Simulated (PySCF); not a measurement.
This PySCF input asks for the NMR shieldings of `InChI=1S/C3H7BCl2OSi/c5-4(6)3-1-2-8-7-3/h3H,1-2,8H2/t3-/m0/s1`; the geometry comes from GFN2-xTB.

```python
import basis_set_exchange as bse
import numpy as np
from pyscf import gto, dft
from pyscf.prop import nmr

atoms = """
Cl   -1.800179    1.365128    1.731670
B    -1.916801    0.524736    0.255237
Cl   -3.374743   -0.287516   -0.145304
C    -0.667124    0.434497   -0.744064
C     0.005300   -0.959188   -0.655916
C     0.901106   -0.929254    0.579433
Si    1.486504    0.887980    0.574198
O     0.323186    1.401592   -0.453759
H    -0.985834    0.612269   -1.780088
H     0.621618   -1.093549   -1.546041
H    -0.743031   -1.751806   -0.627537
H     1.686136   -1.677098    0.508183
H     0.319982   -1.151636    1.474448
H     2.766825    1.098194   -0.090830
H     1.372639    1.533641    1.875839
"""
names = dict.fromkeys(["Cl", "B", "C", "Si", "O", "H"], "pcSseg-1")
basis = {el: gto.basis.parse(bse.get_basis(n, elements=[el], fmt="nwchem")) for el, n in names.items()}
mol = gto.M(atom=atoms, basis=basis, charge=0, verbose=0)
mf = dft.RKS(mol, xc="PBE0")
mf.grids.level = 2
mf.grids.alignment = dft.numint.BLKSIZE   # the property module wants whole blocks of grid points
mf.conv_tol = 1e-9
mf.kernel()

calc = nmr.RKS(mf)   # GIAO
C = mf.mo_coeff
Co = C[:, mf.mo_occ > 0]
resp = mf.gen_response(singlet=True, hermi=2)
def vind(x):   # induced exchange potential for any number of trial vectors
    d = np.einsum("pi,xij,qj->xpq", C, 2 * x.reshape(-1, C.shape[1], Co.shape[1]), Co, optimize=True)
    return np.einsum("xpq,pi,qj->xij", resp(d - d.transpose(0, 2, 1)), C, Co, optimize=True).ravel()
mo1, _ = nmr.rhf.solve_mo1(calc, with_cphf=vind)
sigma = calc.kernel(mo1)
for i, s in enumerate(sigma):   # ppm
    print("%2d %-2s %9.2f" % (i, mol.atom_pure_symbol(i), np.trace(s) / 3))
```

Problem. What are the results?

Solution. 
```
 0 Cl    658.95
 1 B      35.15
 2 Cl    694.67
 3 C     103.89
 4 C     154.11
 5 C     175.48
 6 Si    351.00
 7 O     295.57
 8 H      27.05
 9 H      29.72
10 H      29.58
11 H      30.78
12 H      30.89
13 H      26.68
14 H      26.38
```

These numbers come from an equivalent density-fitted implementation of the same equations, which agrees with the script to about 0.01 ppm for H and up to a few tenths of a ppm for heavy atoms, so last digits may differ.

Size and cost of the density-fitted run: 192 basis functions, 59 s wall time on 1 thread of an Arm Neoverse N1, shared host; peak memory 0.91 GiB.
